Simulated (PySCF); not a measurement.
A species of formula CH10N2OSi3 has this rotational fingerprint, computed with CAM-B3LYP/def2-SVPD in PySCF (dipole) on a GFN2-xTB geometry, gas phase:

```
Rotational constants : A = 1916, B = 1088, C = 782.4 MHz
Dipole components    : |μa| = 1.98 D, |μb| = 0.89 D, |μc| = 1.48 D
Inertial defect      : -82.51 u·Å²
κ                    : -0.46
```

Question: Which structure is it? (One computed conformer of each.)
A. `[NH2:1][SiH2:2][O:3][Si@@H:4]1[CH2:5][NH:6][SiH2:7]1` with H–N1–Si2–O3 -179° and 43°, N1–Si2–O3–Si4 68°, Si2–O3–Si4–C5 108°
B. `[CH3:1][NH:2][Si@@H:3]1[SiH2:4][O:5][Si@@H:6]1[NH2:7]` with C1–N2–Si3–Si4 -175°, O5–Si6–N7–H 67° and -69°
C. `[NH2:1][Si@H:2]1[CH2:3][O:4][SiH2:5][SiH2:6][NH:7]1` with H–N1–Si2–C3 -174° and 51°, N1–Si2–C3–O4 165°, Si2–C3–O4–Si5 -61°, C3–O4–Si5–Si6 44°, O4–Si5–Si6–N7 -19°

Answer: B. It is CN[Si@@H]1[SiH2]O[Si@@H]1N, an asymmetric top, point group C1. The candidates at the same level (rigid rotor, commonest isotopes):

```json
{"SMILES": "N[Si@H]1CO[SiH2][SiH2]N1", "A (MHz)": "2212", "B (MHz)": "1210", "C (MHz)": "838.8", "μa (D)": "2.14", "μb (D)": "0.89", "μc (D)": "0.27", "Δ (u·Å²)": "-43.70", "point group": "C1", "rotor": "asymmetric top"}
{"SMILES": "N[SiH2]O[Si@@H]1CN[SiH2]1", "A (MHz)": "3059", "B (MHz)": "759.9", "C (MHz)": "691.4", "μa (D)": "1.08", "μb (D)": "0.09", "μc (D)": "0.02", "Δ (u·Å²)": "-99.27", "point group": "C1", "rotor": "near-prolate asymmetric top"}
{"SMILES": "CN[Si@@H]1[SiH2]O[Si@@H]1N", "A (MHz)": "1916", "B (MHz)": "1088", "C (MHz)": "782.4", "μa (D)": "1.98", "μb (D)": "0.89", "μc (D)": "1.48", "Δ (u·Å²)": "-82.51", "point group": "C1", "rotor": "asymmetric top"}
```

`N[Si@H]1CO[SiH2][SiH2]N1` has A 15 % too high; `N[SiH2]O[Si@@H]1CN[SiH2]1` has A 60 % too high. No structure here is proved a minimum.
